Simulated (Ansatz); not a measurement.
The same redistribution along the group F, Cl, Br, I.

Isolated molecules relaxed with PBE0-D4/def2-TZVP in Ansatz; ΔE leaves out vibrations. CCSD(T)/CBS adds triple-zeta CCSD(T) − MP2 to the extrapolated MP2 energy (def2 sets, frozen cores). This one scheme is used for every species. def2 core potentials past Kr. For Br, Ge, I outer-core shells are correlated without core-valence functions, which leaves a few kJ/mol of doubt a bond. Scalar relativity is left out up to krypton. Each species was taken in one conformer, which may not be the lowest.

```json
{"reaction": "`C[SiH](O)F` + `[OH][GeH2][O][SiH3]` → `C[SiH](O)[O][GeH2][OH]` + `F[SiH3]`", "CCSD(T)/CBS(def2) (kJ/mol)": "-4"}
{"reaction": "`C[SiH](O)Cl` + `[OH][GeH2][O][SiH3]` → `C[SiH](O)[O][GeH2][OH]` + `[SiH3]Cl`", "CCSD(T)/CBS(def2) (kJ/mol)": "-14"}
{"reaction": "`C[SiH](O)Br` + `[OH][GeH2][O][SiH3]` → `C[SiH](O)[O][GeH2][OH]` + `[SiH3]Br`", "CCSD(T)/CBS(def2) (kJ/mol)": "-16"}
{"reaction": "`C[SiH](O)I` + `[OH][GeH2][O][SiH3]` → `C[SiH](O)[O][GeH2][OH]` + `[SiH3]I`", "CCSD(T)/CBS(def2) (kJ/mol)": "?"}
```

Task: Fill in the missing values. (Estimate.)

Result: Ansatz gave: `C[SiH](O)I` + `[OH][GeH2][O][SiH3]` → `C[SiH](O)[O][GeH2][OH]` + `[SiH3]I`: -20.2 kJ/mol.

Largest T1 diagnostic: 0.012, for `[OH][GeH2][O][SiH3]`.
